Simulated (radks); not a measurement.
Initial-state core-level shifts of the rhodium ion Rh+ when its valence configuration changes from [Kr] 4d8. Calculated with a radial shooting solver on a logarithmic mesh with Libxc functionals: Dirac Kohn-Sham, PBEsol, spin-unpolarised, spherical densities, point nucleus; open shells fill j = l - 1/2 first. Shifts are changes of the shell-averaged eigenvalues in eV (positive: less bound).

| valence | 1s | 2s | 3s | 4s |
|---|---|---|---|---|
| 4d7.5 5p0.5 | -2.679 | -2.783 | -2.762 | -2.633 |
| 4d6.5 5p1.5 | -8.294 | -8.662 | -8.560 | -8.032 |
| 4d7 5s1 | -4.145 | -4.407 | -4.331 | -4.004 |
| 4d6 5s1 5p1 | -10.006 | -10.558 | -10.373 | -9.568 |
| 4d6 5p2 | -11.218 | -11.747 | -11.581 | -10.779 |
| 4d7 5p1 | -5.446 | -5.673 | -5.619 | -5.314 |
| 4d5 5p3 | -17.467 | -18.360 | -18.013 | -16.504 |
| 4d6 5s2 | -8.740 | -9.318 | -9.114 | -8.305 |
| 4d6.5 5s0.5 5p1 | -7.673 | -8.056 | -7.943 | -7.409 |
